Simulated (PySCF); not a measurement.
# Electronic structure of V+ (vanadium, charge +1) at the UHF level

Configuration: [Ar] 3d4, high-spin 5D determinant. Calculation: PySCF 2.14, in cc-pVTZ-DK; the spin-free X2C one-electron Hamiltonian (Gaussian nucleus).

```
Total energy                                                  : -947.915637 hartree
One-electron energy                                           : -1299.2551 hartree
Hartree (Coulomb) energy                                      : 396.0484 hartree
Exchange energy                                               : -44.7090 hartree
⟨S²⟩                                                          : 6.0011
⟨L²⟩                                                          : 6.021
Sum of ⟨r⟩                                                    : 16.36 bohr
Sum of ⟨r²⟩                                                   : 21.66 bohr²
Traceless quadrupole moment −½Σ⟨3z² − r²⟩ along its main axis : -0.895 e·bohr²
Langevin diamagnetic susceptibility                           : -17.2 ×10⁻⁶ cm³/mol
Time after the integrals                                      : 0.64 s of wall time on 1 thread of Neoverse-V1 (shared host)
```

```json
{"shell": "1s β", "electrons": "1", "mean orbital energy (hartree)": "-202.94690", "spread (hartree)": "0", "rms radius, mean of both spins (bohr)": "0.0768"}
{"shell": "1s α", "electrons": "1", "mean orbital energy (hartree)": "-202.94598", "spread (hartree)": "0", "rms radius, mean of both spins (bohr)": "0.0768"}
{"shell": "2s α", "electrons": "1", "mean orbital energy (hartree)": "-24.23814", "spread (hartree)": "0", "rms radius, mean of both spins (bohr)": "0.332"}
{"shell": "2s β", "electrons": "1", "mean orbital energy (hartree)": "-24.17335", "spread (hartree)": "0", "rms radius, mean of both spins (bohr)": "0.332"}
{"shell": "2p α", "electrons": "3", "mean orbital energy (hartree)": "-20.14974", "spread (hartree)": "0.00152", "rms radius, mean of both spins (bohr)": "0.303"}
{"shell": "2p β", "electrons": "3", "mean orbital energy (hartree)": "-20.08415", "spread (hartree)": "0.02070", "rms radius, mean of both spins (bohr)": "0.303"}
{"shell": "3s α", "electrons": "1", "mean orbital energy (hartree)": "-3.41470", "spread (hartree)": "0", "rms radius, mean of both spins (bohr)": "1.03"}
{"shell": "3s β", "electrons": "1", "mean orbital energy (hartree)": "-3.16523", "spread (hartree)": "0", "rms radius, mean of both spins (bohr)": "1.03"}
{"shell": "3p α", "electrons": "3", "mean orbital energy (hartree)": "-2.26618", "spread (hartree)": "0.03863", "rms radius, mean of both spins (bohr)": "1.13"}
{"shell": "3p β", "electrons": "3", "mean orbital energy (hartree)": "-1.95473", "spread (hartree)": "0.05990", "rms radius, mean of both spins (bohr)": "1.13"}
{"shell": "3d α", "electrons": "4", "mean orbital energy (hartree)": "-0.58186", "spread (hartree)": "0.05599", "rms radius, mean of both spins (bohr)": "1.67"}
```

Densities and radii are taken from the X2C orbitals without a picture-change correction, which distorts them close to the nucleus.
